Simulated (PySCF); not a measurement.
Job for PySCF: R-B3LYP/3-21G on AsH3 (SMILES [AsH3]).

```python
from pyscf import gto, scf, dft, mp
from pyscf.data.elements import chemcore

mol = gto.M(
    atom='''
    As    0.03279160    0.58395075    0.37225558
    H    -0.77308239    1.77910094   -0.11562530
    H    -0.22603419   -0.21641850   -0.89589280
    H     1.34539978    1.14821675   -0.15168653
    ''',
    basis='3-21g',
    charge=0, spin=0, verbose=3, max_memory=1800)
mf = dft.RKS(mol, xc='b3lyp')
mf.conv_tol = 1e-8
mf.max_cycle = 100
mf.kernel()
if not mf.converged:
    mf = mf.newton().run(mf.mo_coeff, mf.mo_occ)
```

The log:

```
converged SCF energy = -2226.91700463195
```

Self-consistency was reached.

Cost: roughly 2.6 core-seconds.
